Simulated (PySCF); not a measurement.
Si(Me)(OH)(NH2)2 (CH₈N₂OSi), SMILES [Si](N)(C)(O)N. Coordinates come from a PBE-D3(BJ)/def2-SVP optimisation. One conformer was computed; it need not be the lowest.

Computed with PySCF 2.14.0 with PBE-D3(BJ)/def2-SVP.

Harmonic wavenumbers (cm⁻¹): 119, 179, 206, 225, 262, 272, 304, 334, 395, 422, 445, 643, 707, 733, 767, 788, 807, 862, 905, 921, 1222, 1381, 1386, 1487, 1492, 2978, 3071, 3085, 3487, 3489, 3583, 3586, 3751. Rotational constants (GHz): 3.716, 3.517, 3.133; symmetry number 1.

Q: Work out the zero-point energy and the ideal-gas rigid-rotor harmonic-oscillator thermochemistry at 298.15 K and 1 atm.

A: ZPE = ½ Σ hcν = ½ × 44292 cm⁻¹ = 63.32 kcal/mol. H − E(el) = 69.30 kcal/mol. Entropy in cal/(mol K): translation 39.48, rotation 26.46, vibration 20.12, total 86.06. G − E(el) = 43.64 kcal/mol. Cp = 33.03 cal/(mol K). Modes under 150 cm⁻¹ make the vibrational entropy uncertain.
